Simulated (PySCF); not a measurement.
Compound: C₇H₁₃FO₂.
Geometry (PBE0-D3(BJ)/def2-SVP, Å), atoms numbered from 1 in this order:
```
atom  x, y, z in Å
C1     2.827   -0.987    0.259
O2     1.637   -1.390   -0.364
C3     0.927   -0.403   -1.034
C4     0.104    0.552   -0.166
F5     0.982    1.206    0.702
O6    -0.375    1.477   -1.069
C7    -1.244    2.468   -0.583
C8    -0.971   -0.050    0.707
C9    -2.009   -0.966    0.130
C10   -1.003   -1.497    1.103
H11    3.388   -1.898    0.507
H12    3.443   -0.367   -0.419
H13    2.648   -0.411    1.181
H14    1.592    0.247   -1.635
H15    0.240   -0.905   -1.731
H16   -2.238    2.059   -0.332
H17   -0.825    2.973    0.303
H18   -1.361    3.207   -1.386
H19   -1.313    0.659    1.466
H20   -1.909   -1.255   -0.920
H21   -3.044   -0.832    0.454
H22   -1.333   -1.727    2.119
H23   -0.205   -2.138    0.724
```

All values: PBE0/pcSseg-1 (PySCF, non-relativistic), on one gas-phase PBE0-D3(BJ)/def2-SVP geometry that isn't relaxed in the solvent. The solvent is an IEF-PCM continuum (cavity from Bondi-type radii × 1.2). The model holds no explicit solvent molecules, cavitation or dispersion.

```csv
run,E − E(gas) (kJ/mol),HOMO (eV),HOMO–LUMO gap (eV),dipole (D)
gas,0.00,-7.36,8.76,1.25
P,-20.97,-7.45,9.07,1.66
Q,-8.24,-7.37,8.87,1.40
```

Question: The runs were made in acetonitrile and cyclohexane. Which run belongs to which solvent?

Answer: P = acetonitrile, Q = cyclohexane. The dielectric constants are 2.017 (cyclohexane), 35.69 (acetonitrile), and the energy falls further as ε rises. In this model the ground state sees the solvent through ε alone.

Question: How constant is the ratio of the lowering to (ε − 1)/(2ε + 1)?

Answer: 
```json
{"solvent": "cyclohexane", "(ε − 1)/(2ε + 1)": "0.202", "E − E(gas) (kJ/mol)": "-8.24", "ratio (kJ/mol)": "-40.8", "polarisation term (kJ/mol)": "-8.55"}
{"solvent": "acetonitrile", "(ε − 1)/(2ε + 1)": "0.479", "E − E(gas) (kJ/mol)": "-20.97", "ratio (kJ/mol)": "-43.7", "polarisation term (kJ/mol)": "-23.19"}
```

The ratio changes by +7.2 % in size from cyclohexane to acetonitrile. The polarisation term is half the interaction of the solute with the induced surface charges.
